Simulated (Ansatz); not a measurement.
Species: sum formula ReO2H2 (charge 0, quartet). The spin state was set by rule; other spins were not relaxed. 
Structure (B3LYP-D3(BJ)/def2-TZVP (Ansatz, a first-principles code) minimum search):
SMILES: [OH][Re][OH]
```xyz
5

Re     0.0246    -0.0045     0.0294
O      1.3628     0.1499    -1.2842
H      1.6081     0.9536    -1.7573
O     -1.5233    -0.2761     1.0641
H     -2.1674     0.3962     1.3148
```
Charge 0, spin multiplicity 4.

Property: atomisation energy (electronic, to ground-state atoms), in kcal/mol. Valence correlation only, unless marked. Open shells are spin-unrestricted. Spin-orbit coupling is left out. The frozen core is the preceding noble-gas configuration, with the filled d and f shells of earlier blocks. Past Kr the def2 sets carry scalar-relativistic core potentials. The coupled-cluster limit lacks core correlation, which all-electron functionals hold. Basis-set limits of correlation are two-point, X^-3; Hartree-Fock from the larger set. [CCSD(T)-MP2]/basis is that difference in the basis named.

```json
[
 {"level": "HF/def2-SVP", "program": "Ansatz", "atomisation energy (kcal/mol)": "206.8", "minus last row": "-182.6"},
 {"level": "HF/def2-TZVPPD", "program": "Ansatz", "atomisation energy (kcal/mol)": "216.9", "minus last row": "-172.5"},
 {"level": "revPBE-D4/def2-TZVPD", "program": "Ansatz + dftd4", "atomisation energy (kcal/mol)": "396.1", "minus last row": "6.7"},
 {"level": "revPBE/def2-TZVPD", "program": "Ansatz", "atomisation energy (kcal/mol)": "391.7", "minus last row": "2.3"},
 {"level": "PBE0/def2-TZVP", "program": "Ansatz", "atomisation energy (kcal/mol)": "382.8", "minus last row": "-6.6"},
 {"level": "PBE0/def2-TZVPD", "program": "Ansatz", "atomisation energy (kcal/mol)": "384.0", "minus last row": "-5.4"},
 {"level": "BHLYP-D3(BJ)/def2-TZVPD", "program": "Ansatz + dftd3", "atomisation energy (kcal/mol)": "359.4", "minus last row": "-30.0"},
 {"level": "BHLYP-D4/def2-TZVPD", "program": "Ansatz + dftd4", "atomisation energy (kcal/mol)": "359.1", "minus last row": "-30.3"},
 {"level": "BHLYP/def2-TZVPD", "program": "Ansatz", "atomisation energy (kcal/mol)": "356.7", "minus last row": "-32.7"},
 {"level": "HSE06-D3(BJ)/def2-TZVPD", "program": "Ansatz + dftd3", "atomisation energy (kcal/mol)": "385.5", "minus last row": "-3.9"},
 {"level": "B2GP-PLYP-D3(BJ)/def2-TZVPD", "program": "Ansatz + dftd3", "atomisation energy (kcal/mol)": "382.7", "minus last row": "-6.7"},
 {"level": "B2PLYP-D4/def2-TZVPD", "program": "Ansatz + dftd4", "atomisation energy (kcal/mol)": "387.1", "minus last row": "-2.3"},
 {"level": "RPA@PBE/def2-TZVPP", "program": "Ansatz", "atomisation energy (kcal/mol)": "360.3", "minus last row": "-29.1"},
 {"level": "RI-MP2/def2-QZVPP", "program": "Ansatz", "atomisation energy (kcal/mol)": "396.4", "minus last row": "7.0"},
 {"level": "RI-MP2/def2-QZVPPD", "program": "Ansatz", "atomisation energy (kcal/mol)": "396.7", "minus last row": "7.3"},
 {"level": "RI-MP2/CBS(def2-TZVPPD,def2-QZVPPD)", "program": "Ansatz", "atomisation energy (kcal/mol)": "402.0", "minus last row": "12.6"},
 {"level": "SCS-MP2/def2-TZVPP", "program": "Ansatz", "atomisation energy (kcal/mol)": "389.8", "minus last row": "0.4"},
 {"level": "CCSD/def2-SVPD", "program": "Ansatz", "atomisation energy (kcal/mol)": "347.2", "minus last row": "-42.2"},
 {"level": "CCSD/def2-TZVPP", "program": "Ansatz", "atomisation energy (kcal/mol)": "361.2", "minus last row": "-28.2"},
 {"level": "RI-MP2/CBS(def2-TZVPP,def2-QZVPP)+[CCSD(T)-MP2]/def2-SVP", "program": "Ansatz", "atomisation energy (kcal/mol)": "395.0", "minus last row": "5.6"},
 {"level": "RI-MP2/CBS(def2-TZVPPD,def2-QZVPPD)+[CCSD(T)-MP2]/def2-TZVPPD", "program": "Ansatz", "atomisation energy (kcal/mol)": "389.4", "minus last row": "0.0"}
]
```
